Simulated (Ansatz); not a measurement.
Molecule: [amino(ethyl)boranyl]ethane, C4H12BN, charge 0, multiplicity 1. 
Geometry from a B3LYP-D3(BJ)/def2-TZVP (Ansatz, a program for electronic structure) optimisation:
```xyz
18

C     -1.4909    -1.4864     0.5435
C     -1.5372    -0.1432    -0.1989
B     -0.1525     0.6164    -0.3154
N     -0.1036     1.9903    -0.0459
C      1.1878    -0.1274    -0.7246
C      1.9891    -0.5975     0.5050
H     -0.7709    -2.1686     0.0869
H     -1.1964    -1.3537     1.5871
H     -2.4627    -1.9846     0.5385
H     -2.3045     0.4971     0.2510
H     -1.8789    -0.3295    -1.2267
H      0.7322     2.5440    -0.1414
H     -0.9031     2.5211     0.2586
H      0.9699    -0.9945    -1.3559
H      1.8240     0.5332    -1.3245
H      2.2654     0.2463     1.1413
H      1.4100    -1.2896     1.1191
H      2.9098    -1.1081     0.2141
```

Property: vertical ionisation energy (to the doublet state of charge +1; each state is the SCF solution reached for its spin), in eV. Valence correlation only, unless marked. Open shells are spin-unrestricted. Spin-orbit coupling is left out. No relativistic terms. 

```csv
level,program,vertical ionisation energy (eV)
SVWN5/def2-TZVPD,Ansatz,9.39
PBE/def2-TZVPD,Ansatz,9.29
r2SCAN/def2-TZVPD,Ansatz,9.43
CAM-B3LYP/def2-TZVPD,Ansatz,9.96
wB97X-V/def2-TZVPD,Ansatz,10.00
MP2/aug-cc-pVDZ,Ansatz,10.11
```
